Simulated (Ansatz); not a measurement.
`FCC1=CC1` + HI → `IC1=CC1` + `CF` at 298.15 K and 1 bar (substitution at a C–C bond).

Program: Ansatz. Geometries: PBE0-D4/def2-TZVP. ΔE: electronic, gas phase. CBS: MP2 limit from def2 TZ/QZ plus the TZ coupled-cluster correction, frozen cores. This one scheme is used for every species. def2 core potentials past Kr. For I outer-core shells are correlated without core-valence functions, which leaves a few kJ/mol of doubt a bond. Each species was taken in one conformer, which may not be the lowest.

```
   species  CCSD(T)/CBS energy (Eh)  H − E (kJ/mol)  S (J/(mol·K))
`FCC1=CC1`               -254.90435           221.0          305.2
        HI               -298.03592            22.7          206.5
 `IC1=CC1`               -413.29872           137.7          301.7
      `CF`               -139.63461           113.4          222.6
```

H − E and S are ideal-gas, rigid-rotor, harmonic terms from PBE0-D4/def2-TZVP, for one conformer and one mirror image of each species. 1 Eh = 2625.50 kJ/mol, R = 8.31446 J/(mol·K).

By hand: ΔE, ΔH, ΔS and ΔG.

ΔE = (-413.29872) + (-139.63461) − (-254.90435) − (-298.03592) = 0.00694 Eh = 18.2 kJ/mol. Δ(H − E) = 137.7 + 113.4 − 221.0 − 22.7 = 7.4, so ΔH = 25.6 kJ/mol. ΔS = 301.7 + 222.6 − 305.2 − 206.5 = 12.6 J/(mol·K). ΔG = 25.6 − 298.15 × (12.6)/1000 = 21.8 kJ/mol.

By hand: the equilibrium constant, and the temperature at which ΔG would vanish if ΔH and ΔS stayed fixed.

log₁₀ K = −ΔG/(RT ln 10) = -3.8. ΔG = 0 at ΔH/ΔS = 2032 K, though so small a ΔS makes that figure unsure.

The number of gas molecules stays the same, so ΔS is small and ΔH decides. A doubt of 5 kJ/mol in ΔE shifts log₁₀ K by 0.9 here. Other conformers and mirror images would add mixing entropy, several J/(mol·K) or more a flexible species. These are equilibria of isolated gas molecules and say nothing of rates. Largest T1 diagnostic: 0.010 (customary marks: 0.02 for closed shells, 0.045 for open ones).
